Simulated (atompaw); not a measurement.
lead: one change to a PAW (atompaw) potential, before and after

- Element: Pb (Z = 82)
- Generator: atompaw 4.2.0.5
- Type: PAW
- Functional: PBE
- Relativity: scalar-relativistic
- Frozen core: [Xe] 4f14
- Valence charge: 14
- Reference configuration: 5d10 6s2 6p1 (charge +1)
- Partial waves: 6s (bound): rc 2.80 bohr; 6s channel at -0.95 Ry: rc 2.80 bohr; 6p (bound): rc 2.80 bohr; 6p channel at -0.05 Ry: rc 2.80 bohr; 5d (bound): rc 2.80 bohr; 5d channel at -1 Ry: rc 1.25 bohr
- Local potential: ultrasoft scheme with l = 3 at 0 Ry, radius 2.75 bohr
- Core correction: smooth core density matched at 2.60 bohr
- Augmentation charge: besselshape compensation charge, radius 2.35 bohr; PAW radius 2.80 bohr; waves and projectors: custom rrkj gramschmidtortho

Change: all radii scaled by about 1.16 (s 3.24, p 3.24, d 3.24 bohr); local potential ultrasoft scheme with l = 3 at 0 Ry, radius 3.18 bohr; augmentation besselshape compensation charge, radius 2.72 bohr; PAW radius 3.24 bohr; waves and projectors: custom rrkj gramschmidtortho; core correction smooth core density matched at 3.02 bohr.

Cutoffs: the cutoffs (Ry, on a coarse ladder) from which the occupation-weighted sum of valence levels, in a spherical-Bessel basis at the reference potential, stays within 10 and 1 mRy of its value at 400 Ry; they do not see the model core or the augmentation charge, which bear on the density cutoff.

Task: What does the change do?

Result: The potential gets softer (15 Ry and 21 Ry → 10 Ry and 15 Ry); neither file shows a bound ghost. A larger radius leaves more room for a smooth pseudo-wave, so fewer plane waves are needed.

```csv
quantity,base,changed
"cutoff, loose",15 Ry,10 Ry
"cutoff, tight",21 Ry,15 Ry
loose cutoff by channel (10 mRy a level),"s 6 Ry, p 6 Ry, d 10 Ry","s 6 Ry, p 6 Ry, d 8 Ry"
bound ghosts,none,none
lowest overlap eigenvalue by channel,"s 0.29, p 0.53, d 0.01","s 0.25, p 0.55, d 0.42"
```

 The cutoffs see the waves, projectors and local potential, not the compensation charge or the core.
